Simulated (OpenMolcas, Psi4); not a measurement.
**A ladder of methods for CH2NSn (SMILES N#[C][SnH2])**

CH2NSn has 5 atoms, charge 0, and is taken as a doublet. SMILES: `N#[C][SnH2]`. The shape is that of a PBE0-D4/def2-TZVP optimisation.

```xyz
5

N     0.8338   -1.5357    1.6656
C     0.5060   -0.8515    0.7960
Sn    0.0096    0.3311   -0.8863
H    -1.6485    0.0382   -1.1840
H     0.3490    1.9444   -0.4326
```

Quantity: the electronic atomisation energy, in eV. The values are calculated. Electronic energies at fixed atoms, without zero-point motion or spin-orbit coupling.

```
                                level                    kind     program  value (eV)  CPU time (all runs)
  U-revPBE/def2-SVPD (core potential)                     GGA  OpenMolcas       16.64                 70 s
     UBLYP/def2-SVPD (core potential)                     GGA  OpenMolcas       16.92                 70 s
     UTPSS/def2-SVPD (core potential)                meta-GGA  OpenMolcas       16.97                 96 s
    UBHLYP/def2-SVPD (core potential)           global hybrid  OpenMolcas       15.79                 68 s
   UM06-2X/def2-SVPD (core potential)         hybrid meta-GGA        Psi4       16.54                 83 s
    UTPSSh/def2-SVPD (core potential)         hybrid meta-GGA        Psi4       16.75              2.9 min
 U-wB97X-V/def2-SVPD (core potential)  range-separated hybrid        Psi4       16.91              3.2 min
UCAM-B3LYP/def2-SVPD (core potential)  range-separated hybrid        Psi4       16.77                 84 s
```

The values span 15.79 to 16.97 eV. CPU times are rough (shared hosts, several kinds of processor): they show what a rung costs within a factor of a few.
